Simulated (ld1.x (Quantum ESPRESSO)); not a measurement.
## S (Z = 16): excitation energies, all-electron against TM

sulfur (S), norm-conserving Troullier–Martins (Kleinman–Bylander form), made with ld1.x (Quantum ESPRESSO) 7.5 (PBE, scalar-relativistic). Core [Ne], reference 3s2 3p3 (charge +1). Waves: 3s (bound): rc 1.40 bohr; 3p (bound): rc 1.40 bohr. Local part: the p channel. Core correction: none.

Energies are relative to the spin-unpolarised reference configuration 3s2 3p3; without spin polarisation the order of configurations can differ from experiment.

```
valence configuration  charge  ΔE all-electron (eV)  error AE − PS (meV)
              3s2 3p4       0               -11.769                 +3.1
              3s2 3p2      +2                22.284                 +5.1
              3s2 3p1      +3                56.325                  +37
              3s1 3p4      +1                10.879                 +0.2
            3s2 3p3.5    +0.5                -7.109                 +1.3
              3s2 3p0      +4               103.122                 +132
            3s2 3p4.3    -0.3               -13.478                 +4.1
```

Levels in the configuration 3s2 3p4.3:

```csv
level,all-electron (eV),pseudo (eV)
3s,-14.495,-14.500
3p,-4.415,-4.418
```
